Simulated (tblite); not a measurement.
C$_{6}$H$_{6}$, charge -1, doublet, geometry from GFN2-xTB (a state made from the parent by changing its charge; the spin is typed, not shown lowest); GFN1-xTB run with tblite.

Input for tblite:
```
$ tblite run mol.xyz --method gfn1 --charge -1 --spin 1 --efield 0,0,0.1 --json tblite.json --no-restart

# file mol.xyz
12

C     -0.79209486     1.14402906     0.04294872
C     -1.40815868    -0.08704909    -0.05219417
C     -0.57965949    -1.28365722    -0.09711679
C      0.79209486    -1.14402906    -0.04294872
C      1.40815868     0.08704909     0.05219417
C      0.57965949     1.28365722     0.09711679
H     -1.41475422     2.04334103     0.07671036
H     -2.49017263    -0.17889071    -0.09381208
H     -1.04845221    -2.26117925    -0.17198459
H      1.41475422    -2.04334103    -0.07671036
H      2.49017263     0.17889071     0.09381208
H      1.04845221     2.26117925     0.17198459
```

It wrote (shortened):

```
xTB calculator
 | screened Coulomb repulsion
 | Coulomb electrostatics
 |  * isotropic Klopman-Ohno-Mataga-Nishimoto electrostatics
 |  * onsite third-order electrostatics
 | DFT-D3(BJ) dispersion correction
 | Interactions (1)
 | [1] electric field

halogen bonding energy    0.0000000000000E+00 Eh
repulsion energy          2.7727857784669E-01 Eh
dispersion energy        -4.6404543695307E-03 Eh
interaction energy        0.0000000000000E+00 Eh
number of electrons       3.1000000000000E+01 e
integral cutoff           1.9731147476801E+01 bohr

------------------------------------------------------------
  cycle        total energy    energy error   density error
------------------------------------------------------------
      1     -16.03884825757  -1.6311486E+01   4.6634698E-01
      2     -16.04259827123  -3.7500137E-03   2.7869453E-01
      3     -16.04259853320  -2.6196527E-07   5.8871602E-03
      4     -16.04260672612  -8.1929236E-06   4.5666567E-04
      5     -16.04260749233  -7.6621286E-07   1.8348360E-04
      6     -16.04260771232  -2.1999176E-07   1.4789824E-05
------------------------------------------------------------

electronic energy        -1.6315245835802E+01 Eh
total energy             -1.6042607712325E+01 Eh

Post processing:
 | Mayer-Wiberg bond orders

[Info] JSON dump of results written to 'tblite.json'
```
